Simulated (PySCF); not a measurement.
Species: C2H5BO3.
Numbering: `[OH:1][B:2]1[O:3][CH2:4][CH2:5][O:6]1` (hydrogens: H7 on O1; H8, H9 on C4; H10, H11 on C5)

Cartesian coordinates in Å at the PBE0-D3(BJ)/def2-SVP level; atoms count from 1:
```xyz
11
C2H5BO3 angstrom
O      2.4349   -0.1089   -0.4913
B      1.1365   -0.0720   -0.1223
O      0.6487    0.7134    0.8935
C     -0.7438    0.4883    0.9863
C     -1.0564   -0.5657   -0.1038
O      0.1779   -0.8282   -0.7360
H      2.9723    0.4762    0.0505
H     -1.2846    1.4345    0.8194
H     -0.9963    0.1331    1.9987
H     -1.7820   -0.1942   -0.8460
H     -1.4622   -1.4983    0.3219
```

Theory: PySCF, PBE0-D3(BJ)/def2-SVP geometry optimisation, gas phase.

Masses are those of the commonest isotopes; rigid-rotor values at the optimised geometry. The values belong to one conformer with, in the numbering `[OH:1][B:2]1[O:3][CH2:4][CH2:5][O:6]1`, H–O1–B2–O3 1°.

Task: Give the principal moments of inertia and the rotational constants in MHz.

Result: Ia = 66.06, Ib = 144.49, Ic = 204.16 u·Å²; 505379 MHz·u·Å²/I gives A = 7651, B = 3498, C = 2475 MHz.

Task: What kind of rotor is it?

Result: An asymmetric top: κ = (2 × 3498 − 7651 − 2475)/(7651 − 2475) = -0.60.

Task: Is it planar, by Δ = Ic − Ia − Ib?

Result: Not planar: Δ = Ic − Ia − Ib = -6.39 u·Å². For a rigid frame Δ = −2 Σ m c², so Σ m c² = 3.19 u·Å² lies off the ab plane, practically all of it from hydrogen. The atom farthest from that plane is 0.91 Å away.

Task: Give the other two planar moments, Paa and Pbb, and the rms extents of the mass along the axes.

Result: Paa = Σ m a² = (Ib + Ic − Ia)/2 = 141.29 and Pbb = Σ m b² = (Ia + Ic − Ib)/2 = 62.86 u·Å². With the mass M = 88.03 u, the rms extents √(P/M) along a, b and c are 1.27, 0.85, 0.19 Å.

Task: Where do the levels up to J = 2 lie, in MHz?

Result: Above 0(0,0):
J = 1: 1(0,1) 5973, 1(1,1) 10126, 1(1,0) 11149
J = 2: 2(0,2) 17753, 2(1,2) 21050, 2(1,1) 24117, 2(2,1) 36576, 2(2,0) 36743
Those of J = 1 are B + C, A + C and A + B.

Task: Which lines would a microwave search look for?

Result: The dipole components are |μa| = 1.81 D, |μb| = 1.55 D, |μc| = 0.00 D; the mirror of this Cs structure is the ab plane, so μc vanishes by symmetry (the 0.03 D computed is a residue) and there are no c-type lines. The squared components, which scale the intensities, stand as 1.00 : 0.73 (a : b). Some lines, for components of 0.1 D or more:

| type | branch | J(Ka,Kc) | MHz | lower level (cm⁻¹) |
| --- | --- | --- | --- | --- |
| a | Q | 1(1,0) ← 1(1,1) | 1022 | 0.338 |
| a | Q | 2(1,1) ← 2(1,2) | 3067 | 0.702 |
| b | Q | 1(1,0) ← 1(0,1) | 5175 | 0.199 |
| a | R | 1(0,1) ← 0(0,0) | 5973 | 0.000 |
| b | Q | 2(1,1) ← 2(0,2) | 6364 | 0.592 |
| b | R | 2(0,2) ← 1(1,1) | 7627 | 0.338 |
| b | R | 1(1,1) ← 0(0,0) | 10126 | 0.000 |
| a | R | 2(1,2) ← 1(1,1) | 10924 | 0.338 |
| a | R | 2(0,2) ← 1(0,1) | 11780 | 0.199 |
| b | Q | 2(2,0) ← 2(1,1) | 12626 | 0.804 |
| a | R | 2(1,1) ← 1(1,0) | 12969 | 0.372 |
| b | R | 2(1,2) ← 1(0,1) | 15077 | 0.199 |
| b | Q | 2(2,1) ← 2(1,2) | 15526 | 0.702 |
| b | R | 2(2,1) ← 1(1,0) | 25428 | 0.372 |
| b | R | 2(2,0) ← 1(1,1) | 26617 | 0.338 |

No PBE0-D3(BJ)/def2-SVP frequencies stand behind this structure, so it isn't proved a minimum. Zero-point vibration and centrifugal distortion are left out. Quadrupole hyperfine structure (11B) is left out.
